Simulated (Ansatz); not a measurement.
Input file for Ansatz (a quantum-chemistry and plane-wave program): R-CCSD(T)/cc-pVDZ on BH3O2 (SMILES OBO), a point of a torsion scan.

Ansatz 0.2 input:
```yaml
crystal:
  periodic: [false, false, false]
  atoms:
    - {symbol: O, position_ang: [-1.31252115, -0.17049110, -0.34382467]}
    - {symbol: B, position_ang: [-0.03358533, 0.16936517, -0.60816629]}
    - {symbol: O, position_ang: [0.15845975, 1.11099649, -1.54895381]}
    - {symbol: H, position_ang: [-1.50616256, -0.46951554, 0.54082384]}
    - {symbol: H, position_ang: [0.87556931, -0.30051628, 0.00108222]}
    - {symbol: H, position_ang: [1.06260653, 1.30422762, -1.78749523]}
basis:
  gaussian:
    orbitals: cc-pVDZ
magnetization: {spin_polarized: false}
correlation: {method: ccsd_t, electrons: outside_noble_gas}
scf: {lower_state_search: off}
```

Program output:

```
WARN ansatz: RAYON_NUM_THREADS=1 ignored (pool sized by the plan → 1); use --threads N
Functional definition: HF
these checks for a lower state are left out or cut short: stability, starts, cluster_reference, orbital_swaps, neighbouring_geometries, increment
integrals: 0.02 GiB planned
517 factors; integrals over basis functions are off by at most 1.2e-3 eV
mean field: 0.08 GiB planned
mean field evaluation 1: about -4793.4127 eV, gradient 4.0e1 eV
mean field evaluation 2: about -4793.4147 eV, gradient 4.0e1 eV
mean field evaluation 4: about -4796.4848 eV, gradient 2.5e0 eV
mean field evaluation 8: about -4796.5066 eV, gradient 9.4e-2 eV
mean field -4796.50660768 eV, -176.2683666432 hartree, gradient 1.1e-6 eV, S^2 0.000000; 0 other end points of the search recorded, 0 dependent functions left out
3 core orbitals not correlated
reference -4796.50660768 eV, -176.2683666432 hartree; 9, 9 occupied and 45, 45 virtual orbitals, 517 factors
second order -12.51593957 eV of doubles, -0.00000000 eV of singles
coupled cluster: 0.10 GiB planned
cycle   1  -12.69053333 eV  change   -1.7e-1 eV  update   7.8e-2
cycle   2  -12.97232561 eV  change   -2.8e-1 eV  update   2.1e-2
cycle   3  -13.05005366 eV  change   -7.8e-2 eV  update   1.2e-2
cycle   4  -13.04211463 eV  change    7.9e-3 eV  update   2.9e-3
cycle   5  -13.04159717 eV  change    5.2e-4 eV  update   1.0e-3
cycle   6  -13.04175257 eV  change   -1.6e-4 eV  update   2.7e-4
cycle   7  -13.04159051 eV  change    1.6e-4 eV  update   8.3e-5
cycle   8  -13.04154928 eV  change    4.1e-5 eV  update   2.5e-5
cycle   9  -13.04155471 eV  change   -5.4e-6 eV  update   9.6e-6
perturbative correction -0.28558999 eV, -0.0104952386 hartree
Total energy: -4809.83375238 eV, -176.7581301774 hartree
Checks for a lower state left out: stability, starts, cluster_reference, orbital_swaps, neighbouring_geometries, increment
```

Self-consistency was reached.

Cost: around 0.9 core-seconds (rough).
